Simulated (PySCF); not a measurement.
Gas-phase reaction: 3 I2 + 2 BH + 2 Cl ⇌ 2 BI3 + 2 HCl

Method: PySCF energies plus ideal-gas RRHO corrections (1 bar). † marks an energy on the PBE0/def2-TZVP geometry and frequencies. MP2 and CCSD(T) freeze the core. Open shells (unrestricted): Cl (multiplicity 2, electronic degeneracy 6); the rest are closed-shell singlets. Spin-orbit splitting is ignored; it lowers the true energy and changes the entropy of Cl. I: scalar-relativistic def2 core potential, no spin-orbit coupling. MP2 isn't extrapolated to the basis-set limit; its ΔH°(298 K) is -1586.1 kJ in def2-SVP and -1635.3 kJ in def2-TZVPP. CCSD(T) isn't extrapolated to the basis-set limit; its ΔH°(298 K) is -1456.9 kJ in def2-SVP and -1481.5 kJ in def2-TZVPP. The harmonic model lacks anharmonicity and excited electronic states, which grow with temperature; levels with a mode under 35 cm⁻¹ are left out. Soft modes under 120 cm⁻¹ make the harmonic entropy rough for BI3.

| level | ΔE electronic, kJ | ΔH°(298 K), kJ | ΔS°(298 K), J/K | ΔG°(1200 K), kJ |
|---|---|---|---|---|
| CCSD(T)/def2-SVP† | -1478 | -1457 | -388 | -991 |
| M06-2X/def2-TZVP† | -1493 | -1472 | -388 | -1006 |
| MP2/def2-SVP† | -1607 | -1586 | -388 | -1120 |
| PBE/def2-TZVP† | -1564 | -1543 | -388 | -1077 |
| PBE0/def2-QZVP† | -1542 | -1521 | -388 | -1056 |
| ωB97X-V/def2-TZVP† | -1508 | -1487 | -388 | -1022 |
ΔH° is lowest at MP2/def2-SVP† and highest at CCSD(T)/def2-SVP†. No reference value is set beside these.
